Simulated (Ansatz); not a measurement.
Cost and result for the atomization energy of BClH4OSSi (`OB(S)[SiH2]Cl`) (9 atoms, 8 bonds).

```xyz
9

O     1.657    0.031    0.761
B     0.394    0.373    0.393
S    -0.298    1.924    0.980
Si   -0.768   -0.785   -0.802
Cl   -2.618    0.073   -1.083
H     1.965   -0.810    0.416
H     0.785    2.305    1.685
H    -0.144   -0.976   -2.140
H    -0.973   -2.135   -0.210
```

Charge 0, multiplicity 1. All single points use the PBE0-D4/def2-TZVP geometry. It is one conformer, not always the lowest. Program: Ansatz. All runs use 4 threads of an INTEL XEON PLATINUM 8581C on a shared host. Times are those of one run each, without the atoms' runs, and a repeat can differ threefold. Electronic energies, without spin–orbit coupling; frozen cores. CCSD(T)/CBS adds CCSD(T) − MP2 in def2-TZVPP to the MP2 limit, and its time is that of the two runs behind it. T1 = 0.013. B3LYP takes the VWN-RPA correlation (the form of Gaussian; ORCA's B3LYP/G).

CCSD(T)/CBS is a level of theory with its own doubt, some kJ/mol a heavy atom from the limit and from the frozen cores, so smaller differences don't rank the functionals.

```
                             level  functions  wall time  atomization (kJ/mol)  difference from CCSD(T)/CBS  per bond
   PBE-D4/def2-TZVPP (with forces)        244      1.6 s                3163.5                         54.3       6.8
                PBE0-D4/def2-TZVPP        244      2.1 s                3110.9                          1.7       0.2
r2SCAN-D4/def2-TZVPP (with forces)        244      2.7 s                3139.0                         29.8       3.7
 B3LYP-D4/def2-TZVPP (with forces)        244      3.2 s                3096.8                        -12.4      -1.5
                 B2PLYP/def2-TZVPP        244      3.3 s                3063.3                        -45.9      -5.7
                ωB97X-V/def2-TZVPP        244      4.6 s                3130.8                         21.6       2.7
  ωB97M-V/def2-TZVPP (with forces)        244      6.5 s                3131.7                         22.5       2.8
                    MP2/def2-QZVPP        444       12 s                3141.3                         32.1       4.0
                CCSD(T)/def2-TZVPP        244       56 s                3016.4                        -92.8     -11.6
                 CCSD(T)/CBS(def2)          –       68 s                3109.2                          0.0       0.0
```

From PBE to PBE0 (25 % exact exchange), in def2-TZVPP and without D4, the atomization energy moves by −49.0 kJ/mol: exact exchange takes away binding that semilocal exchange gives to molecules. The D4 term adds +39.6 kJ/mol with B3LYP and +20.8 kJ/mol with PBE0; it sums over pairs of atoms, weighted by their polarisabilities, and B3LYP, whose exchange is more repulsive, gets the larger term. In def2-TZVPP, CCSD(T) changes the Hartree–Fock value by +736.0 kJ/mol (the triples alone add +52.8 kJ/mol) and MP2 by +806.3 kJ/mol; breaking electron pairs costs correlation energy, which Hartree–Fock lacks.
